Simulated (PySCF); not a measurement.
Delta-SCF ions had no search for a lower state. 

Cartesian coordinates (Å):
SMILES: B
```xyz
4

B      0.0000     0.0000    -0.3444
H     -0.1863     1.1109    -0.7262
H      0.9310    -0.6197    -0.7492
H     -0.7447    -0.4912     0.4423
```
Charge 0, spin multiplicity 1.

Problem. Give the HOMO–LUMO gap, vertical ionisation energy (Delta-SCF) and total energy at the level PySCF with PBE-D3(BJ)/def2-TZVP // B3LYP-D3(BJ)/def2-TZVP.

Solution. 
```
Quantity                                      Value
--------------------------------------  -----------
HOMO–LUMO gap                               5.44 eV
vertical ionisation energy (Delta-SCF)     12.90 eV
total energy                            -26.5531 Ha
```
